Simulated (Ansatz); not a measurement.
`[F][GeH]([F])[GeH3]` + `C=C=CO` → `C=C=[CH][GeH3]` + `[OH][GeH]([F])[F]`  (formal exchange of groups at a Ge–Ge bond)

Program: Ansatz. Geometries: PBE0-D4/def2-TZVP. ΔE: electronic, gas phase. CCSD(T)/CBS adds triple-zeta CCSD(T) − MP2 to the extrapolated MP2 energy (def2 sets, frozen cores). Functionals use def2-TZVPP. B3LYP here is the variant with VWN-RPA as its local correlation; programs differ in this. For Ge outer-core shells are correlated without core-valence functions, which leaves a few kJ/mol of doubt a bond. Scalar relativity is left out up to krypton. One conformer a species, not always the lowest.

Task: Is it downhill or uphill in electronic energy at CCSD(T)/CBS, and by how much? (Estimate.)

Result: The calculation gave: Downhill: ΔE = -24.8 kcal/mol.

Task: What do these levels give: r2SCAN-D4, B3LYP-D4, ωB97M-V, PBE, MP2/def2-QZVPP, HF/CBS(def2)? (An estimate is asked.)

Result: Computed: r2SCAN-D4 -22.1, B3LYP-D4 -20.7, ωB97M-V -23.0, PBE -17.2, MP2/def2-QZVPP -28.3, HF/CBS(def2) -27.0 kcal/mol.

Largest T1 diagnostic among the species: 0.013.

From PBE to PBE0 (25 % exact exchange), in def2-TZVPP and without D4, ΔE moves by −2.6 kcal/mol.
